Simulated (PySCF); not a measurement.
Species: C6H10BN.
Atom-mapped SMILES: `[CH3:1][N:2]([CH3:3])[C:4]1=[CH:5][CH:6]=[CH:7][BH:8]1` (hydrogens: H9, H10, H11 on C1; H12, H13, H14 on C3; H15 on C5; H16 on C6; H17 on C7; H18 on B8)

Computed, not measured: PBE0-D3(BJ)/def2-SVP geometry optimisation, gas phase in PySCF 2.14.0.

(1) What internal coordinates does the optimisation give?

Results:

(1) 
```tsv
bond	length (pm)	order
C1–N2, N2–C3	144.2	single
N2–C4	134.4	single
C4=C5	137.6	double
C5–C6	145.1	single
C6=C7	138.1	double
C7–B8	151.0	single
C4–B8	165.1	single
C1–H9 and 3 like bonds	110.0	single
C1–H11, C3–H13	110.5	single
C5–H15	109.0	single
C6–H16	109.8	single
C7–H17	108.9	single
B8–H18	120.9	single
```

Bonds in one row agree within 1 pm and their mean is given. Orders are formal, as drawn. A selection of angles:
```tsv
angle	degrees
C1–N2–C3	117.4
C1–N2–C4	119.1
C3–N2–C4	123.3
N2–C4–C5	126.8
N2–C4–B8	127.2
C5–C4–B8	106.1
C4–C5–C6	108.4
C5–C6–C7	116.0
C6–C7–B8	105.4
C4–B8–C7	104.1
```

Dihedral angles: C1–N2–C4–C5 0° (synperiplanar); N2–C4–C5–C6 -179° (antiperiplanar); C4–C5–C6–C7 0° (synperiplanar); C5–C6–C7–B8 0° (synperiplanar); C6–C7–B8–C4 0° (synperiplanar); N2–C4–B8–C7 179° (antiperiplanar). The mirror-image conformer, all signs reversed, is as good.

N2 (enamine nitrogen) is planar (angles 123.3°, 119.1° and 117.4°, sum 359.8°, 0.04 Å off the plane of its three neighbours). The 3 C–C bonds span 1.376 Å (C4=C5, drawn double) to 1.451 Å (C5–C6, drawn single), a spread of 0.075 Å. B8 (ring boron) is planar (angles 130.4°, 125.5° and 104.1°, sum 360.0°, 0.00 Å off the plane of its three neighbours). Of the pairs four or more bonds apart, H12···H18 is among the closest relative to their van der Waals radii: 2.16 Å, 90 % of the sum of Bondi's values. The 2 B–C bonds span 1.510 Å (C7–B8, drawn single) to 1.651 Å (C4–B8, drawn single), a spread of 0.141 Å. The 5-membered ring C4–C5–C6–C7–B8 has internal angles of 104.1° to 116.0°; it is planar, 0.00 Å rms from its mean plane, widest ring torsion 0°. The 3 C–N bonds span 1.344 Å (N2–C4, drawn single) to 1.442 Å (C1–N2, drawn single), a spread of 0.098 Å.

Point group: near Cs, missed by 0.36 Å at most; the miss may be what the optimiser left on a soft mode. No frequency check.
